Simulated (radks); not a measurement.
The numbers below are computed, except where a source is named.
Problem. Ti+, 21 electrons, occupied as [Ar] 3d2 4s1. Code: a radial shooting solver on a logarithmic mesh with Libxc functionals. Model: non-relativistic Kohn-Sham, TPSS, spin-polarised, spherical densities, point nucleus; open shells are filled with parallel spins first; meta-GGA in the generalised Kohn-Sham scheme. Some entries of the table are withheld. Estimate them.

orbital,occ.,eigenvalue (hartree),<1/r> (bohr^-1)
1s up,1,-178.4435,21.54
1s down,1,-178.4427,21.54
2s up,1,-19.87137,4.497
2s down,1,-19.84955,4.500
2p up,3,-16.59864,(1)
2p down,3,-16.58103,(2)
3s up,1,-2.59506,1.380
3s down,1,-2.52302,1.380
3p up,3,-1.73294,1.257
3p down,3,-1.65843,1.257
3d up,2,-0.44616,0.8981
4s up,1,-0.39606,0.4116
3d down,0,-0.36970,0.8961

Solution. 
(1) 2p up <1/r> (bohr^-1): 4.428
(2) 2p down <1/r> (bohr^-1): 4.431
